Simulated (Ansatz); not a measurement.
Geometry optimisation of K₂Se.

```yaml
crystal:
  periodic: [false, false, false]
  atoms:
    - {symbol: K, position_ang: [1.339186, -2.245520, 1.030287]}
    - {symbol: K, position_ang: [-1.535504, 2.254239, -0.676658]}
    - {symbol: Se, position_ang: [0.196318, -0.008729, -0.353629]}
basis:
  gaussian: {orbitals: def2-TZVP}
magnetization: {spin_polarized: true, initial_magnetization: 4}
hamiltonian: {xc: r2scan, dispersion: d4}
scf: {lower_state_search: "off"}
output: {orbitals: {seedname: orbitals}}
relax: {f_tol: 0.02, max_steps: 100}
```

```sh
$ ansatz run in.yaml --threads 4 --pin off --events-out ev --progress --plain --max-ram 3916MiB
```

Output, abridged:

```
Functional definition: r2SCAN
mean field -97993.14979057 eV, -3601.1818326609 hartree, gradient 9.3e-6 eV, S^2 6.005402; 0 other end points of the search recorded, 0 dependent functions left out
relax step   1: F+E_penalty+E_count = -97993.15909321 eV  Δ(F+E_penalty+E_count) = +0.000e0 eV  max|allowed force component| = 1.305e0 eV/Å  Δτ_max = 0.0000 Å  (14 SCF iters, accepted)
mean field -97993.64566494 eV, -3601.2000557078 hartree, gradient 2.3e-6 eV, S^2 6.005425; 0 other end points of the search recorded, 0 dependent functions left out
relax step   2: F+E_penalty+E_count = -97993.65508298 eV  Δ(F+E_penalty+E_count) = -4.960e-1 eV  max|allowed force component| = 6.872e-1 eV/Å  Δτ_max = 0.1968 Å  (18 SCF iters, accepted)
mean field -97993.90220904 eV, -3601.2094835295 hartree, gradient 3.5e-6 eV, S^2 6.005401; 0 other end points of the search recorded, 0 dependent functions left out
relax step   3: F+E_penalty+E_count = -97993.91190263 eV  Δ(F+E_penalty+E_count) = -2.568e-1 eV  max|allowed force component| = 3.632e-1 eV/Å  Δτ_max = 0.1958 Å  (19 SCF iters, accepted)
mean field -97994.03386247 eV, -3601.2143217038 hartree, gradient 3.2e-6 eV, S^2 6.005371; 0 other end points of the search recorded, 0 dependent functions left out
relax step   4: F+E_penalty+E_count = -97994.04512990 eV  Δ(F+E_penalty+E_count) = -1.332e-1 eV  max|allowed force component| = 1.961e-1 eV/Å  Δτ_max = 0.1949 Å  (19 SCF iters, accepted)
mean field -97994.10178059 eV, -3601.2168176489 hartree, gradient 2.0e-6 eV, S^2 6.005360; 0 other end points of the search recorded, 0 dependent functions left out
relax step   5: F+E_penalty+E_count = -97994.11971038 eV  Δ(F+E_penalty+E_count) = -7.458e-2 eV  max|allowed force component| = 1.221e-1 eV/Å  Δτ_max = 0.2000 Å  (19 SCF iters, accepted)
mean field -97994.13584519 eV, -3601.2180694999 hartree, gradient 1.3e-6 eV, S^2 6.005373; 0 other end points of the search recorded, 0 dependent functions left out
relax step   6: F+E_penalty+E_count = -97994.16905895 eV  Δ(F+E_penalty+E_count) = -4.935e-2 eV  max|allowed force component| = 7.563e-2 eV/Å  Δτ_max = 0.2000 Å  (20 SCF iters, accepted)
mean field -97994.15106418 eV, -3601.2186287875 hartree, gradient 2.0e-6 eV, S^2 6.005411; 0 other end points of the search recorded, 0 dependent functions left out
relax step   7: F+E_penalty+E_count = -97994.19059304 eV  Δ(F+E_penalty+E_count) = -2.153e-2 eV  max|allowed force component| = 1.776e-2 eV/Å  Δτ_max = 0.2000 Å  (19 SCF iters, accepted)
mean field -97994.15372809 eV, -3601.2187266842 hartree, gradient 1.6e-6 eV, S^2 6.005426; 0 other end points of the search recorded, 0 dependent functions left out
relax step   8: F+E_penalty+E_count = -97994.19299958 eV  Δ(F+E_penalty+E_count) = -2.407e-3 eV  max|allowed force component| = 8.474e-3 eV/Å  Δτ_max = 0.0677 Å  (21 SCF iters, accepted)
mean field -97994.15604907 eV, -3601.2188119785 hartree, gradient 1.9e-6 eV, S^2 6.005446; 0 other end points of the search recorded, 0 dependent functions left out
relax step   9: F+E_penalty+E_count = -97994.19456905 eV  Δ(F+E_penalty+E_count) = -1.569e-3 eV  max|allowed force component| = 8.177e-3 eV/Å  Δτ_max = 0.0822 Å  (21 SCF iters, accepted)
mean field -97994.15753669 eV, -3601.2188666477 hartree, gradient 9.3e-7 eV, S^2 6.005453; 0 other end points of the search recorded, 0 dependent functions left out
relax step  10: F+E_penalty+E_count = -97994.19556292 eV  Δ(F+E_penalty+E_count) = -9.939e-4 eV  max|allowed force component| = 6.542e-3 eV/Å  Δτ_max = 0.0837 Å  (21 SCF iters, accepted)
Total energy: -97994.19563789 eV, -3601.2202668410 hartree
Atom 0 at     2.077547    -3.347213     1.383571 Å, force     0.000462     0.002038    -0.004075 eV/Å
Atom 1 at    -2.202766     3.352771    -1.158011 Å, force     0.003170    -0.002199    -0.002467 eV/Å
Atom 2 at     0.125220    -0.005568    -0.225560 Å, force    -0.003632     0.000161     0.006542 eV/Å
Dipole moment:     0.033949    -0.001509    -0.061152 e Å
Checks for a lower state left out: stability, starts, cluster_reference, orbital_swaps, neighbouring_geometries, increment
```

Run time 38 s (4 threads of Intel Xeon on a shared host).

At r2SCAN-D4/def2-TZVP a singlet of charge 0 lies 4.64 eV below the quintet, each at its own geometry. The structure comes from a short search, and lower isomers may exist.
